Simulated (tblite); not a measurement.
Compound: C8H6O.
Bonds: C1–C2 (triple), C2–C3, C3–C4 (double), C4–C5 (double), C5–C6, C6–C7 (triple), C5–O8, O8–C9. Hydrogens: H10 on C1; H11 on C3; H12 on C7; H13, H14, H15 on C9.

Structure optimised with GFN2-xTB, isolated species.

Problem. List the bond lengths, angles and torsions at this level.

Solution. 
| bond | length (Å) | order |
| --- | --- | --- |
| C1≡C2 | 1.200 | triple |
| C2–C3 | 1.415 | single |
| C3=C4 | 1.306 | double |
| C4=C5 | 1.313 | double |
| C5–C6 | 1.422 | single |
| C6≡C7 | 1.200 | triple |
| C5–O8 | 1.373 | single |
| O8–C9 | 1.402 | single |
| C1–H10 | 1.049 | single |
| C3–H11 | 1.087 | single |
| C7–H12 | 1.049 | single |
| C9–H13, C9–H14, C9–H15 | 1.094 | single |

Bonds in one row agree within 0.01 Å and their mean is given. Orders are formal, as drawn. A selection of angles:
| angle | degrees |
| --- | --- |
| C2–C1–H10 | 179.4 |
| C1–C2–C3 | 178.5 |
| C2–C3–C4 | 123.3 |
| C2–C3–H11 | 115.5 |
| C4–C3–H11 | 121.3 |
| C3–C4–C5 | 179.1 |
| C4–C5–C6 | 120.1 |
| C4–C5–O8 | 125.5 |
| C6–C5–O8 | 114.4 |
| C5–C6–C7 | 179.3 |
| C6–C7–H12 | 179.5 |
| C5–O8–C9 | 114.9 |
| O8–C9–H13 | 106.4 |
| O8–C9–H14 | 111.2 |
| H13–C9–H14 | 109.8 |

Torsions: C4–C5–O8–C9 -2° (synperiplanar). The mirror-image conformer, all signs reversed, is as good.

The 2 C–O bonds span 1.373 Å (C5–O8, drawn single) to 1.402 Å (O8–C9, drawn single), a spread of 0.029 Å. The 6 C–C bonds span 1.200 Å (C6≡C7, drawn triple) to 1.422 Å (C5–C6, drawn single), a spread of 0.222 Å. Of the pairs four or more bonds apart, C4···H14 is among the closest relative to their van der Waals radii: 2.70 Å, 93 % of the sum of Bondi's values.

Point group: C1 (no symmetry element, even within 0.4 Å). Its GFN2-xTB frequencies are all real (lowest 60 cm⁻¹). The numbers are those of one conformer.

Time: 0.7 s of wall time. Hardware: an AMD EPYC 7R43 with one thread, no GPU, on a shared host. That covers the optimisation of the geometry.

All values are computed, not measured.
